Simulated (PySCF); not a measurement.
Isomers of C4H3F3, mass 108.019 u with the commonest isotopes. Theory: PySCF 2.14.0, PBE0-D3(BJ)/def2-SVP geometry optimisation, gas phase. One conformer each, none proved a minimum here; rigid rotors.

Question: Order these by radius of gyration √(Σ m r²/M), largest first.
A. `[CH2:1]=[CH:2][C:3]([F:4])=[C:5]([F:6])[F:7]` with C1–C2–C3–F4 0°
B. `C=C=CC(F)(F)F`
C. `C#CCC(F)(F)F`

Answer: A (1.843 Å), B (1.808 Å), C (1.768 Å).

Question: Order these by rotational constant C, smallest first.
A. `C=C=CC(F)(F)F`
B. `[CH2:1]=[CH:2][C:3]([F:4])=[C:5]([F:6])[F:7]` with C1–C2–C3–F4 0° (1,1,2-trifluorobuta-1,3-diene)
C. `C#CCC(F)(F)F`

Answer: B (1377 MHz), A (1644 MHz), C (1732 MHz).

Question: Order these by rotational constant B, largest first.
A. `C(C(F)(F)F)=C=C`
B. `[CH2:1]=[CH:2][C:3]([F:4])=[C:5]([F:6])[F:7]` with C1–C2–C3–F4 0° (1,1,2-trifluorobuta-1,3-diene)
C. `C#CCC(F)(F)F`

Answer: B (1911 MHz), C (1763 MHz), A (1662 MHz).

```tsv
SMILES	point group	Ia (u·Å²)	Ib (u·Å²)	Ic (u·Å²)	κ	μa (D)	μb (D)	μc (D)
C#CCC(F)(F)F	Cs	96.55	286.62	291.84	-0.98	1.28	1.33	0.01
C=C=CC(F)(F)F	Cs	94.62	304.01	307.40	-0.99	2.38	0.73	0.01
C=CC(F)=C(F)F	Cs	102.64	264.44	367.08	-0.70	0.74	1.03	0.00
```
